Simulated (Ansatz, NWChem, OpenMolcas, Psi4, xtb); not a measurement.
## Errors in the dipole moment

9 molecules with halogens; the dipole moment in D, computed less measured. Shapes, held fixed at every level: PBE0-D4/def2-TZVP. No vibrational averaging. Dipoles are compared by magnitude; molecules under 1 D, whose direction can flip, are left out. Programs: Ansatz 0.2.0, NWChem 7.3.0, OpenMolcas 26.06, Psi4 1.11, xtb 6.7.1. A level may come from different programs for different species; with the same settings they agree closely. Measured values: NIST CCCBDB.

Levels: A = GFN0-xTB; B = PBE/aug-cc-pVDZ; C = r2SCAN/aug-cc-pVDZ; D = B3LYP/aug-cc-pVDZ; E = M06-2X/aug-cc-pVDZ.

```tsv
molecule	measured	A	B	C	D	E
CH2Cl2 (dichloromethane)	1.60	+0.14	+0.01	+0.07	+0.07	+0.10
CH2ClF (chlorofluoromethane)	1.82	+0.26	-0.09	-0.02	0.00	+0.05
CH2F2 (difluoromethane)	1.97	+0.37	-0.19	-0.13	-0.05	0.00
CHBrF2 (bromodifluoromethane)	1.50	+0.45	-0.19	-0.13	-0.12	-0.05
SiH3Cl (chlorosilane)	1.31	-0.64	-0.01	+0.04	+0.07	+0.16
C2H2F2 (vinylidene fluoride)	1.38	-0.71	-0.30	-0.25	-0.13	-0.05
C2H3Br (vinyl bromide)	1.42	-0.38	-0.05	+0.05	+0.03	+0.14
C2H3FO (acetyl fluoride)	2.96	-0.39	-0.09	+0.01	+0.03	+0.06
C2H5F (SMILES CCF)	1.96	+0.41	-0.13	-0.08	-0.03	-0.01
```

Q: Sum up the errors.

A: 
```
             level            kind  mean error  mean absolute error  worst case
          GFN0-xTB  semi-empirical      -0.054                0.417      C2H2F2
   PBE/aug-cc-pVDZ             GGA      -0.116                0.118      C2H2F2
r2SCAN/aug-cc-pVDZ        meta-GGA      -0.049                0.087      C2H2F2
 B3LYP/aug-cc-pVDZ   global hybrid      -0.014                0.059      C2H2F2
M06-2X/aug-cc-pVDZ   global hybrid      +0.044                0.069      SiH3Cl
```

On this set B3LYP/aug-cc-pVDZ has the smallest mean absolute error and GFN0-xTB the largest. PBE/aug-cc-pVDZ is too low in 8 of 9. The smallest two are near a tie. Relativity is left out for Br. The set is small.
